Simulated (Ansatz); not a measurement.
Question: Name a neutral molecule of N, Si and H with LUMO energy (PBE/def2-TZVPP) between -1.05 and -0.75 eV and HOMO energy (PBE0/def2-TZVPP) between -7.40 and -7.10 eV (Ansatz, PBE0-D4/def2-TZVP geometry).

Answer: `NN([SiH3])[SiH3]` (-0.81 eV, -7.27 eV). Other molecules can fit too; these were computed, each in one conformer that needn't be the lowest.
